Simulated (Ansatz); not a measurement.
Two isomers of C2H4FNOSi: A = `N#COC(F)[SiH3]`, B = `OC1([SiH3])N=C1F`.

Calculated with Ansatz (gas phase, PBE0-D4/def2-TZVP geometries, no zero-point term in ΔE). CCSD(T)/CBS is the MP2 limit (def2-TZVPP, def2-QZVPP) plus CCSD(T) − MP2 in def2-TZVPP, frozen cores. DFT in def2-TZVPP. B3LYP here is the variant with VWN-RPA as its local correlation; programs differ in this. One conformer a species, not always the lowest.

(1) Which is lower in electronic energy at CCSD(T)/CBS, and by how much? (Estimate.)

(2) Give E(B) − E(A) in kcal/mol with B2PLYP, CCSD/def2-TZVPP, CCSD(T)/def2-TZVPP, B3LYP-D4, B3LYP, MP2/def2-TZVPP, ωB97M-V. (Estimate.)

Largest T1 diagnostic: 0.014.

Answers

(1) Computed: A, by 18.5 kcal/mol.

(2) The calculation gave: B2PLYP 20.7, CCSD/def2-TZVPP 21.6, CCSD(T)/def2-TZVPP 19.9, B3LYP-D4 19.9, B3LYP 20.7, MP2/def2-TZVPP 17.9, ωB97M-V 18.1. None reverses the order clearly.

From PBE to PBE0 (25 % exact exchange), in def2-TZVPP and without D4, E(B) − E(A) moves by +1.1 kcal/mol. In def2-TZVPP, CCSD(T) changes the Hartree–Fock value by −9.7 kcal/mol (the triples alone add −1.8 kcal/mol) and MP2 by −11.6 kcal/mol.
